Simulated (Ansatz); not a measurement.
```json
{"atom": "H", "x (Å)": "1.8032", "y (Å)": "0.5108", "z (Å)": "-1.2645"}
{"atom": "H", "x (Å)": "2.0954", "y (Å)": "0.7780", "z (Å)": "-0.3396"}
{"atom": "H", "x (Å)": "1.9727", "y (Å)": "0.8911", "z (Å)": "0.6527"}
{"atom": "H", "x (Å)": "1.4592", "y (Å)": "0.8277", "z (Å)": "1.5156"}
{"atom": "H", "x (Å)": "0.6567", "y (Å)": "0.6003", "z (Å)": "2.0784"}
{"atom": "H", "x (Å)": "-0.2758", "y (Å)": "0.2541", "z (Å)": "2.2295"}
{"atom": "H", "x (Å)": "-1.1538", "y (Å)": "-0.1425", "z (Å)": "1.9391"}
{"atom": "H", "x (Å)": "-1.8032", "y (Å)": "-0.5108", "z (Å)": "1.2645"}
{"atom": "H", "x (Å)": "-2.0954", "y (Å)": "-0.7780", "z (Å)": "0.3396"}
{"atom": "H", "x (Å)": "-1.9727", "y (Å)": "-0.8911", "z (Å)": "-0.6527"}
{"atom": "H", "x (Å)": "-1.4592", "y (Å)": "-0.8277", "z (Å)": "-1.5156"}
{"atom": "H", "x (Å)": "-0.6567", "y (Å)": "-0.6003", "z (Å)": "-2.0784"}
{"atom": "H", "x (Å)": "0.2758", "y (Å)": "-0.2541", "z (Å)": "-2.2295"}
{"atom": "H", "x (Å)": "1.1538", "y (Å)": "0.1425", "z (Å)": "-1.9391"}
```

Basis set: def2-SVP (spherical functions). All electrons are correlated. Charge 0, multiplicity 1.

Computed with Ansatz (development build ahead of 0.2.0); each method stands on the lowest determinant of its kind that the runs found. Restricted open shells among the atoms or ions are ROHF, correlated in semicanonical orbitals with singles.

(1) Give the atomization energy at this shape (free ground-state atoms in the same class of orbitals less the molecule, no zero-point energy) of singlet H₁₄ by RHF-MP2, RHF.

Results:

(1)

```json
{"method": "RHF-MP2", "atomization energy": "2157.2 kJ/mol"}
{"method": "RHF", "atomization energy": "1410.7 kJ/mol"}
```

Caution: stretched shape with no unrestricted run beside it, a lower state can exist. Caution for RHF-MP2: bonds are stretched, where a single reference can fail.
